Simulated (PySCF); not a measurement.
**MP2, SCS-MP2 and SOS-MP2 from spin components**

System: CH₃AlCl, charge +1, singlet, at a GFN2-xTB geometry (such geometries of metal compounds can be far from the true shape). Level: PySCF with MP2/STO-3G. Sums are taken with unrounded values, so a last digit can differ.

PySCF was given this input:
```python
from pyscf import gto, scf, mp

mol = gto.Mole()
mol.atom = '''
    Al    0.13948726   -0.88189477    0.77212606
    C    -0.07554861    0.58719174   -0.49966655
    H    -0.90644447    1.24487113   -0.20855913
    H    -0.27870186    0.19683686   -1.50671822
    H     0.84415110    1.18771775   -0.54009828
    Cl    0.38412364   -2.37473170    2.05485401
'''
mol.basis = 'sto-3g'
mol.charge = 1
mol.verbose = 5
mol.build()

mf = scf.RHF(mol)
mf.kernel()

pt = mp.MP2(mf, frozen=11)
pt.kernel()
print('E(MP2) = %.10f' % pt.e_tot)
```

It gave an SCF energy of -732.655384 Eh, a same-spin correlation energy of -0.010976 Eh and an opposite-spin one of -0.073972 Eh.

Question: Work out the MP2, SCS-MP2 (6/5 and 1/3) and SOS-MP2 (1.3 and 0) correlation and total energies.

Answer: MP2: -0.073972 + (-0.010976) = -0.084949 Eh, total -732.740332 Eh, as the program printed. SCS-MP2: 1.2 × (-0.073972) + (-0.010976)/3 = -0.092426 Eh, total -732.747809 Eh. SOS-MP2: 1.3 × (-0.073972) = -0.096164 Eh, total -732.751548 Eh. Opposite spins carry 87 % of the MP2 correlation; same-spin pairs are already kept apart by exchange.
